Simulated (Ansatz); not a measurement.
```yaml
crystal:
  periodic: [false, false, false]
  atoms:
    - {symbol: P, position_ang: [-1.009956, 0.024170, -1.587447]}
    - {symbol: P, position_ang: [0.579590, -1.942151, 0.677373]}
    - {symbol: As, position_ang: [-0.024841, 2.525296, 1.104624]}
    - {symbol: As, position_ang: [2.136053, -0.404999, -0.170739]}
    - {symbol: As, position_ang: [0.727896, 1.511323, -0.936824]}
    - {symbol: As, position_ang: [0.669798, -1.749905, -1.704998]}
    - {symbol: As, position_ang: [-1.571767, -0.897571, 0.537861]}
    - {symbol: As, position_ang: [-1.506763, 0.933837, 2.080149]}
basis:
  gaussian: {orbitals: def2-TZVP, initial_orbitals: start.molden}
total_charge: -1
magnetization: {spin_polarized: true, initial_magnetization: 1}
hamiltonian: {xc: pbe0, dispersion: d4}
scf: {omitted_lower_state_checks: [starts]}
output: {orbitals: {seedname: orbitals}}
```

The file start.molden holds the orbitals of an earlier run on this structure, at another level or in another basis.

```sh
$ ansatz run in.yaml --threads 4 --pin off --events-out ev --progress --plain --max-ram 6963MiB
```

(1) Does this run fit into the memory that it is given?

Answers

(1) No. It has 362 basis functions, and Ansatz plans for 8 GiB where 7 GiB are given.
